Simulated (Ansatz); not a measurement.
PBE exchange is replaced step by step with exact exchange (0 % is PBE, 25 % PBE0; no dispersion term), basis def2-TZVP, Ansatz. System: WN(NH2)3 (WN4H6). Charge 0, multiplicity 1. Geometry: PBE0-D4/def2-SVP.

Geometry of the singlet:

```xyz
11

W     0.139   -0.275    0.013
N     0.891   -1.755    0.085
N     0.812    0.510   -1.652
H     1.467    0.069   -2.288
H     0.549    1.428   -2.001
N     0.744    0.631    1.642
H     0.466    1.571    1.913
H     1.372    0.239    2.335
N    -1.768   -0.722   -0.010
H    -2.154   -1.660    0.014
H    -2.518   -0.036   -0.049
```

In the def2 sets W takes a core potential; there is no spin–orbit coupling.

| exact exchange (%) | HOMO (eV) | LUMO (eV) | gap (eV) |
| --- | --- | --- | --- |
| 0 | -5.70 | -1.00 | 4.70 |
| 5 | -5.96 | -0.83 | 5.13 |
| 10 | -6.22 | -0.66 | 5.57 |
| 15 | -6.49 | -0.48 | 6.00 |
| 25 | -7.03 | -0.14 | 6.89 |
| 50 | -8.41 | 0.57 | 8.98 |

Question: Estimate the row for 35 %.

Answer: 
| exact exchange (%) | HOMO (eV) | LUMO (eV) | gap (eV) |
| --- | --- | --- | --- |
| 35 | -7.57 | 0.17 | 7.75 |
